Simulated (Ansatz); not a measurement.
Geometry optimisation, RKS PBE/def2-SVP in Ansatz 0.2.0.

Input file:

```yaml
crystal:
  periodic: [false, false, false]
  atoms:
    - { symbol: Hf, position_ang: [0.0, 0.0, 0.0] }
    - { symbol: O, position_ang: [0.0, 0.0, 2.42] }
    - { symbol: H, position_ang: [-0.9095, -0.2814, 2.7571] }
    - { symbol: Cl, position_ang: [2.3764, 0.0, -0.8392] }
    - { symbol: Cl, position_ang: [-1.1869, 2.0563, -0.8392] }
    - { symbol: Cl, position_ang: [-1.1869, -2.0563, -0.8392] }
    - { symbol: Cl, position_ang: [1.4718, -2.235, 0.8892] }
    - { symbol: H, position_ang: [0.7582, -1.1514, 2.1491] }
basis:
  gaussian: { orbitals: def2-SVP }
hamiltonian:
  xc: pbe
relax:
  f_tol: 0.15
  max_steps: 25
  restrain:
    - { distance: [0, 6], at: 3.72, k: 30.0 }
    - { distance: [7, 1], at: 2.21, k: 30.0 }
    - { distance: [0, 1], at: 2.07, k: 30.0 }
    - { distance: [7, 6], at: 1.37, k: 30.0 }
output:
  orbitals: {}
```

Command:

```bash
$ ansatz run input.yaml --threads 4 --pin off --max-ram 5120MiB --backend cpu --events-out ev --progress --plain --runs-dir out
```

Task: Where does it end, and by what steps?

Result: It converged. The restraints hold the end off the free minimum; the threshold counts their pulls, which the force column leaves out. Restrained pairs: Hf1–Cl7 (2.82 → 3.72 Å), O2–H8 (1.40 → 2.21 Å), Hf1–O2 (2.42 → 2.02 Å), Cl7–H8 (1.81 → 1.34 Å). After 10 steps the energy has fallen by 2.267 eV (the restraints' own energy left out); Cl7 moved furthest, 0.87 Å.

```tsv
step	energy less start (eV)	largest force component (eV/Å)	accepted
0	0.0000	2.474	yes
1	-0.0369	2.861	yes
2	-0.4842	3.723	yes
3	-1.3663	3.099	yes
4	-2.0749	1.533	yes
5	-2.1643	1.603	yes
6	-2.1820	1.431	yes
7	-2.2536	1.677	yes
8	-2.2676	1.512	yes
9	-2.1965	1.443	no
10	-2.2670	1.487	yes
```

```xyz
8
Properties=species:S:1:pos:R:3
Hf -0.106 0.057 -0.082
O -0.155 -0.068 1.935
H -0.758 0.282 2.615
Cl 2.072 0.381 -0.905
Cl -1.332 1.976 -0.628
Cl -1.243 -1.729 -1.103
Cl 1.738 -2.731 1.547
H 1.107 -1.836 2.320
```

Run time: 22 s on 4 threads of Arm Neoverse V2 (shared host), peak memory 0.21 GiB.
